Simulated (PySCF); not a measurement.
## RhI3, singlet: computed properties

All numbers come from PBE0/[Rh def2-SVP with ECP28, I def2-SVP with ECP28], scalar-relativistic core potentials, density fitting, no spin–orbit coupling, PySCF.

The structure is a minimum.

Coordinates in bohr (charge 0 multiplicity 1):
```
Rh    0.0000    0.0000   -1.6795
I     4.1972    0.0000    0.4497
I    -2.0986    3.6349    0.4497
I    -2.0986   -3.6349    0.4497
```

```
Point group                                                                   : C3v
Bond lengths                                                                  : Rh–I 2.490 Å (×3)
Bond angles                                                                   : I–Rh–I 101.1° (×3)
Rotational constants                                                          : 0.01618, 0.01618, 0.008976 cm⁻¹
Principal polarisabilities                                                    : 86.7, 145.9, 145.9 bohr³
Enthalpy at 298.15 K above 0 K                                                : 20.30 kJ/mol
Highest occupied level                                                        : -7.22 eV
Entropy at 298.15 K and 1 bar                                                 : 394.9 J/(mol K)
Atomisation energy without zero-point energy                                  : 649 kJ/mol
Heat capacity Cp at 298.15 K                                                  : 80.3 J/(mol K)
Dipole moment                                                                 : 0.95 D
Rotational symmetry number                                                    : 3
Lowest empty level                                                            : -4.40 eV
Zero-point energy                                                             : 5.4 kJ/mol
Principal quadrupole moments (Buckingham, traceless) about the centre of mass : -0.21, 0.10, 0.10 D Å
```

Harmonic modes (masses in u: Rh 102.906, I 126.904):
```
symmetry  ω (cm⁻¹)  IR (km/mol, summed over degenerate members)
       e        52                                          0.0
      a1        62                                          0.5
      a1       224                                          2.6
       e       255                                         15.4
```

In C3v the vibrations span 2e + 2a1.

Charges (e):
```csv
atom,Mulliken,Löwdin,polar tensor,Mayer order to Rh1
Rh1,-0.11,-1.10,0.64,–
"I2,3,4",0.04,0.37,-0.21,1.22
```

Mulliken populations on Rh1 (electrons outside its core potential): s 2.49, p 6.47, d 8.14, f 0.00.

Formally Rh is in oxidation state +3, d6, with 0 unpaired electrons (the high-spin count would be 4). The polar-tensor charge on Rh, 0.64, is far below the formal one.

This need not be the most stable arrangement of these atoms.

The final relaxation and frequency run took 2.6 min on 2 threads of a shared Arm Neoverse N1 host, with 109 basis functions and 12 gradients; the process peaked at 1.1 GiB.
